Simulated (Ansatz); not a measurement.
`B[SiH2]Br` + `[SH][GeH3]` → `B[S][GeH3]` + `[SiH3]Br` at 600 K and 1 bar (cleavage of the B–Si bond).

Isolated molecules relaxed with PBE0-D4/def2-TZVP in Ansatz; ΔE leaves out vibrations. CBS: MP2 limit from def2 TZ/QZ plus the TZ coupled-cluster correction, frozen cores. For Br, Ge outer-core shells are correlated without core-valence functions, which leaves a few kJ/mol of doubt a bond. Scalar relativity is left out up to krypton.

```json
{"species": "`B[SiH2]Br`", "CCSD(T)/CBS energy (Eh)": "-2889.59767", "H − E (kJ/mol)": "145.0", "S (J/(mol·K))": "386.1"}
{"species": "`[SH][GeH3]`", "CCSD(T)/CBS energy (Eh)": "-2476.30083", "H − E (kJ/mol)": "123.6", "S (J/(mol·K))": "342.5"}
{"species": "`B[S][GeH3]`", "CCSD(T)/CBS energy (Eh)": "-2501.70931", "H − E (kJ/mol)": "171.2", "S (J/(mol·K))": "398.5"}
{"species": "`[SiH3]Br`", "CCSD(T)/CBS energy (Eh)": "-2864.23411", "H − E (kJ/mol)": "98.8", "S (J/(mol·K))": "307.3"}
```

H − E and S are ideal-gas, rigid-rotor, harmonic terms from PBE0-D4/def2-TZVP. 1 Eh = 2625.50 kJ/mol, R = 8.31446 J/(mol·K).

By hand: ΔE, ΔH, ΔS and ΔG.

ΔE = (-2501.70931) + (-2864.23411) − (-2889.59767) − (-2476.30083) = -0.04492 Eh = -117.9 kJ/mol. Δ(H − E) = 171.2 + 98.8 − 145.0 − 123.6 = 1.4, so ΔH = -116.5 kJ/mol. ΔS = 398.5 + 307.3 − 386.1 − 342.5 = -22.8 J/(mol·K). ΔG = -116.5 − 600 × (-22.8)/1000 = -102.8 kJ/mol.

By hand: the equilibrium constant, and the temperature at which ΔG would vanish if ΔH and ΔS stayed fixed.

log₁₀ K = −ΔG/(RT ln 10) = 8.9. ΔG = 0 at ΔH/ΔS = 5110 K, far beyond where these terms or the molecules hold.

ΔH outweighs TΔS. A doubt of 5 kJ/mol in ΔE shifts log₁₀ K by 0.4 here. Modes under 60 cm⁻¹, often nearly free rotors, make the harmonic entropy too high. These are equilibria of isolated gas molecules and say nothing of rates. Largest T1 diagnostic: 0.014 (customary marks: 0.02 for closed shells, 0.045 for open ones).
